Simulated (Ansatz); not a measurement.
Relaxation of CH6BClFN (11 atoms, charge 0, multiplicity 1), to a largest force component of 0.03 eV/Å in at most 50 steps.

These are results of RKS revPBE/def2-SVP in Ansatz, not measurements.

```xyz
11
Properties=species:S:1:pos:R:3:forces:R:3
B -0.121 0.097 0.177 -0.03 0.37 0.06
C -0.122 0.159 1.774 -0.02 0.05 -0.06
H -1.089 -0.133 2.231 0.01 0.00 -0.01
H 0.687 -0.437 2.249 0.03 0.00 0.03
H 0.089 1.207 2.085 0.00 -0.02 -0.01
Cl 1.471 0.114 -0.684 0.00 0.00 -0.02
N -1.287 0.264 -0.588 0.02 0.02 -0.02
H -2.218 0.261 -0.173 -0.01 -0.01 0.01
H -1.287 0.286 -1.607 0.01 -0.01 0.00
F -0.170 -2.413 0.519 -0.18 -0.51 -0.15
H 0.356 -2.022 1.181 0.17 0.11 0.17
```

Task: Where does it end, and by what steps?

Result: The forces met the threshold. After 27 steps the energy has fallen by 0.281 eV; H11 moved furthest, 0.99 Å.

| step | energy less start (eV) | largest force component (eV/Å) | accepted |
| --- | --- | --- | --- |
| 0 | 0.0000 | 0.512 | yes |
| 1 | -0.0678 | 0.545 | yes |
| 2 | -0.0629 | 1.343 | no |
| 3 | -0.0896 | 0.345 | yes |
| 4 | -0.0997 | 0.485 | yes |
| 5 | -0.1122 | 0.485 | yes |
| 6 | -0.1155 | 0.447 | yes |
| 7 | -0.1396 | 0.869 | yes |
| 8 | -0.1428 | 0.857 | yes |
| 9 | -0.1551 | 1.640 | yes |
| 10 | -0.1709 | 1.600 | yes |
| 11 | -0.1763 | 1.551 | yes |
| 12 | -0.2358 | 0.338 | yes |
| 13 | -0.1617 | 1.978 | no |
| 14 | -0.2552 | 0.374 | yes |
| 15 | -0.2644 | 0.227 | yes |
| 16 | -0.2634 | 0.303 | no |
| 17 | -0.2700 | 0.137 | yes |
| 18 | -0.2747 | 0.118 | yes |
| 19 | -0.2751 | 0.250 | yes |
| 20 | -0.2787 | 0.139 | yes |
| 21 | -0.2721 | 0.450 | no |
| 22 | -0.2768 | 0.628 | no |
| 23 | -0.2804 | 0.053 | yes |
| 24 | -0.2808 | 0.075 | yes |
| 25 | -0.2809 | 0.095 | yes |
| 26 | -0.2813 | 0.054 | yes |
| 27 | -0.2814 | 0.025 | yes |

```xyz
11
Properties=species:S:1:pos:R:3
B -0.239 0.177 0.288
C -0.259 0.389 1.850
H -1.252 0.697 2.237
H 0.020 -0.566 2.344
H 0.491 1.144 2.165
Cl 1.362 -0.221 -0.519
N -1.347 0.263 -0.564
H -2.286 0.458 -0.214
H -1.303 0.092 -1.569
F 0.282 -2.831 0.801
H 0.839 -2.220 0.344
```

Run time: 67 s on 2 threads of Arm Neoverse V1, with other jobs on the host, peak memory 0.18 GiB.
